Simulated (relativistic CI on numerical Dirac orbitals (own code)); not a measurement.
# Crystal-field levels of Ir⁵⁺, 5d4

Calculated by Dirac-Coulomb-Breit CI, orbitals from a KLI potential per configuration, model QED (radiative potential, 1s self-energy scaled to tabulated hydrogen-like ionisation energies), valence Slater integrals scaled by 0.75, one configuration in a parametric crystal field (own radial code).

Field parameters in Wybourne normalisation: Oh B⁴₀ = 21Dq, B⁴₄ = √(5/14) B⁴₀. The field is a parameter set, without covalency.

S and J are read from ⟨S²⟩ = S(S + 1) and ⟨J²⟩ = J(J + 1) of each level; they are not fictitious spins.

Oh, 10Dq = 10000 cm⁻¹, the lowest 10 levels:

| E (cm⁻¹) | Degeneracy | Irrep | S | J |
| --- | --- | --- | --- | --- |
| 0.0 | 1 | A1 | 1.49 | 1.53 |
| 5945 | 3 | T1 | 1.76 | 2.01 |
| 9324 | 2 | E | 1.85 | 2.45 |
| 10329 | 3 | T2 | 1.85 | 2.84 |
| 11750 | 1 | A2 | 1.92 | 3.00 |
| 14674 | 3 | T2 | 1.15 | 3.60 |
| 15928 | 1 | A1 | 1.41 | 3.38 |
| 16023 | 2 | E | 1.13 | 3.79 |
| 16280 | 3 | T1 | 1.41 | 3.48 |
| 18932 | 3 | T1 | 1.46 | 3.77 |

Oh, 10Dq = 18000 cm⁻¹, the lowest 10 levels:

```
E (cm⁻¹)  Degeneracy  Irrep     S     J
     0.0           1     A1  1.29  2.60
    6352           3     T1  1.48  2.98
   10148           2      E  1.52  2.97
   10826           3     T2  1.31  3.66
   14347           1     A2  1.94  3.01
   15023           3     T2  1.57  3.20
   16034           2      E  1.37  3.53
   16900           1     A1  1.64  3.09
   17114           3     T1  1.52  3.34
   21535           3     T2  0.83  4.34
```

Oh, 10Dq = 25950 cm⁻¹, the lowest 16 levels:

```
E (cm⁻¹)  Degeneracy  Irrep     S     J
     0.0           1     A1  1.13  3.23
    6209           3     T1  1.22  3.57
   10054           2      E  1.11  3.44
   10070           3     T2  0.95  3.94
   18752           3     T2  1.50  3.45
   18968           2      E  1.41  3.72
   19316           1     A2  1.95  3.01
   20541           3     T1  1.77  3.02
   20704           1     A1  1.79  2.95
   21110           3     T2  1.15  3.96
   22001           2      E  1.10  4.04
   28613           1     A1  0.97  4.09
   30177           3     T1  1.05  4.37
   32988           3     T1  1.21  3.83
   34067           2      E  1.08  4.02
   34176           3     T2  1.05  3.90
```

Oh, 10Dq = 33950 cm⁻¹, the lowest 10 levels:

```
E (cm⁻¹)  Degeneracy  Irrep     S     J
     0.0           1     A1  1.05  3.58
    5841           3     T1  1.10  3.82
    9394           3     T2  0.89  3.97
    9576           2      E  0.98  3.60
   19455           3     T2  0.50  4.32
   19925           2      E  0.46  4.48
   25621           1     A2  1.96  3.01
   25890           3     T2  1.90  2.96
   26208           2      E  1.85  2.99
   26228           3     T1  1.86  2.89
```

Oh, 10Dq = 41950 cm⁻¹, the lowest 10 levels:

```json
{"E (cm⁻¹)": "0.0", "Degeneracy": "1", "Irrep": "A1", "S": "1.01", "J": "3.78"}
{"E (cm⁻¹)": "5522", "Degeneracy": "3", "Irrep": "T1", "S": "1.06", "J": "3.93"}
{"E (cm⁻¹)": "8961", "Degeneracy": "3", "Irrep": "T2", "S": "0.88", "J": "3.96"}
{"E (cm⁻¹)": "9197", "Degeneracy": "2", "Irrep": "E", "S": "0.94", "J": "3.67"}
{"E (cm⁻¹)": "19140", "Degeneracy": "3", "Irrep": "T2", "S": "0.40", "J": "4.33"}
{"E (cm⁻¹)": "19617", "Degeneracy": "2", "Irrep": "E", "S": "0.33", "J": "4.46"}
{"E (cm⁻¹)": "31599", "Degeneracy": "1", "Irrep": "A1", "S": "0.52", "J": "3.73"}
{"E (cm⁻¹)": "32581", "Degeneracy": "1", "Irrep": "A2", "S": "1.96", "J": "3.01"}
{"E (cm⁻¹)": "32696", "Degeneracy": "3", "Irrep": "T2", "S": "1.94", "J": "2.93"}
{"E (cm⁻¹)": "32845", "Degeneracy": "2", "Irrep": "E", "S": "1.92", "J": "2.92"}
```

Levels of this model without a field, named by their leading LS term (the scale mimics covalency, so terms lie below those of the real free ion): 5D_0 0, 5D_1 5646, 5D_2 10148, 5D_3 13375, 5D_4 14925, 3P_0 21018, 3H_4 22157, 3G_3 25986 cm⁻¹.
